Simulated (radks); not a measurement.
Effect of the nuclear size on the vanadium ion V3+, [Ar] 3d2. Method: Dirac Kohn-Sham, PBE, spin-unpolarised, spherical densities, finite nucleus; open shells fill j = l - 1/2 first; Fermi nuclear charge, rms radius 3.6002 fm; computed with a radial shooting solver on a logarithmic mesh with Libxc functionals. The rms radius is varied about that value; shifts are against it.

rms radius (fm)  total energy shift (eV)  density at nucleus (e/bohr^3)  1s1/2 shift (meV)  2s1/2 shift (meV)  3s1/2 shift (meV)
3.0458                           -0.0170                           9941              -7.18             -0.614             -0.087
3.4058                          -0.00626                           9903              -2.65             -0.227             -0.032
3.6002                                 0                           9885              0.000              0.000              0.000
3.9602                            0.0125                           9853               5.28              0.452              0.064
4.3706                            0.0281                           9821               11.9               1.02              0.143

Slopes of the eigenvalues against <r^2> in GHz/fm^2, as finite differences over the two radii next to the reference (eigenvalue slopes, not the field-shift constants of lines): 1s1/2 470, 2s1/2 40.2, 3s1/2 5.66.
